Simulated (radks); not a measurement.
The numbers below are computed, except where a source is named.
Valence configurations of Rh IV (all share [Kr]). Level of theory: Dirac Kohn-Sham, PBE, spin-unpolarised, spherical densities, point nucleus; open shells are shared between the two j in proportion to 2j + 1 (a radial shooting solver on a logarithmic mesh with Libxc functionals). Energies are relative to 4d6; eigenvalues in eV.

| valence | E (eV) | e(4d3/2) | e(4d5/2) | e(5p1/2) | e(5p3/2) | e(5s1/2) |
|---|---|---|---|---|---|---|
| 4d6 | 0.000 | -39.798 | -39.307 | - | - | - |
| 4d5.5 5s0.5 | 5.172 | -41.803 | -41.296 | - | - | -30.622 |
| 4d5.5 5p0.5 | 8.776 | -42.346 | -41.837 | -24.115 | -23.557 | - |
| 4d5 5s1 | 10.883 | -43.843 | -43.320 | - | - | -31.558 |
| 4d5 5p1 | 18.305 | -44.909 | -44.382 | -25.165 | -24.575 | - |
| 4d4 5s2 | 23.974 | -48.000 | -47.444 | - | - | -33.439 |
| 4d4 5s0.5 5p1.5 | 35.721 | -49.545 | -48.983 | -26.946 | -26.298 | -34.389 |
| 4d4 5p2 | 39.665 | -50.049 | -49.485 | -27.227 | -26.576 | - |
| 4d3 5s2 5p1 | 47.588 | -53.236 | -52.643 | -28.112 | -27.411 | -35.887 |
| 4d3 5s1 5p2 | 55.859 | -54.220 | -53.624 | -28.648 | -27.938 | -36.473 |

NIST lists [Kr] 4d6 as the ground configuration; this level of theory agrees among the configurations tried. The energies are those of spherical spin-averaged densities, not of single terms.
